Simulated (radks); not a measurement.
Spherical quantum dot in the effective-mass picture: electrons in a hard-walled sphere of radius 1.27, all in effective atomic units (hartree* = m*/eps^2 hartree, bohr* = eps/m* bohr), one dielectric constant everywhere. Calculated with a radial shooting solver with Libxc functionals: non-relativistic Kohn-Sham, PBE, spin-polarised, spherical densities. Levels are named by radial order and angular momentum (1s, 1p, 1d, 2s, ...), and open shells are averaged over m.

N = 22, configuration 1s2 1p6 1d10 2s2 1f(up 2, down 0). This is the lowest configuration that the search found. Occupied and some empty levels:

level,occupation,eigenvalue (hartree*),<r> (bohr*)
1s up,1,26.960,0.7563
1s down,1,27.028,0.7545
1p up,3,29.153,0.8238
1p down,3,29.234,0.8229
1d up,5,32.474,0.8704
1d down,5,32.564,0.8699
2s up,1,36.543,0.5942
2s down,1,36.578,0.5951
1f up,2,36.767,0.9054
1f down,0,36.862,0.9052
1g up,0,41.951,0.9333
1g down,0,42.050,0.9331
2p up,0,42.375,0.6726
2p down,0,42.417,0.6727
2d up,0,49.118,0.7267
2d down,0,49.168,0.7266

Energy (hartree*): total 445.188, kinetic 208.32, external 0, Hartree 264.23, exchange-correlation -27.362.

Electron density:

r (bohr*),n(r) (e/bohr*^3)
0.0341,5.342
0.0974,5.166
0.161,4.848
0.224,4.437
0.287,4.001
0.351,3.616
0.414,3.357
0.477,3.279
0.541,3.403
0.604,3.708
0.667,4.120
0.731,4.519
0.794,4.760
0.857,4.707
0.920,4.276
0.984,3.474
1.05,2.427
1.11,1.360
1.17,0.5047
1.24,0.05853
